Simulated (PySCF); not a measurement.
## KO⁻ at LC-ωPBE

Level: LC-ωPBE. K def2-SVPD, O def2-SVPD; no relativity (PySCF 2.14).

```json
{
  "state": "³Π (triplet), unpaired electrons σ ↑, π ↑",
  "bond length": "246.3 pm",
  "harmonic wavenumber": "323 cm⁻¹",
  "force constant": "0.698 mdyn/Å",
  "rotational constant Be": "0.2451 cm⁻¹",
  "anharmonicity ωexe": "2.60 cm⁻¹",
  "vibration–rotation constant αe": "0.00275 cm⁻¹",
  "well depth De to K + O⁻": "180 kJ/mol",
  "dissociation energy D0": "178 kJ/mol",
  "bond order (Mayer)": "0.01",
  "dipole moment (positive dipole points towards O; it is taken about the centre of mass and depends on that origin)": "2.71 D"
}
```

For an ion De counts to the pair picked by the measured ionisation energies or electron affinities, which need not be the lowest pair at this level. The state is the lowest determinant that a PBE0 search found; another state may lie lower at other levels.
